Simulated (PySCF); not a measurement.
Q: Write a Z-matrix for `O([Si@H](Cl)O[SiH3])C` as optimised with PBE0-D3(BJ)/def2-SVP.

A: 
Z-matrix in Å and degrees, rows numbered from 1:
```
C 
O   1  1.4031
Si  2  1.6431  1  128.19
Cl  3  2.0669  2  108.20  1   -45.92
O   3  1.6328  2  107.15  1  -164.74
Si  5  1.6717  3  138.11  2    34.64
H   1  1.1040  2  111.51  3   -74.17
H   1  1.0999  2  108.56  3   166.80
H   1  1.1034  2  111.59  3    47.27
H   3  1.4772  2  113.64  1    74.15
H   6  1.4922  5  110.16  3    39.86
H   6  1.4906  5  109.89  3   -81.06
H   6  1.4884  5  107.45  3   159.50
```

Si3 (chlorine-bound silicon) is distorted tetrahedral (angles from 107.2° to 113.6°). Si6 (oxygen-bound silicon) is tetrahedral (angles from 107.4° to 110.2°). Of the pairs four or more bonds apart, Cl4···H9 is among the closest relative to their van der Waals radii: 2.97 Å, 101 % of the sum of Bondi's values. O2 (silyl ether oxygen) is bent (angle 128.2°).

Level of theory: PBE0-D3(BJ)/def2-SVP geometry optimisation, gas phase (PySCF).

Point group: C1 (no symmetry element, even within 0.4 Å). PBE0-D3(BJ)/def2-SVP frequencies: not computed here. One conformer, not necessarily the lowest (C1–O2–Si3–Cl4 -46°, O2–Si3–O5–Si6 35°).

On AMD EPYC 9R45, one thread, shared host, this took 65 s wall and 0.53 GiB of memory at its peak. This is the geometry optimisation.
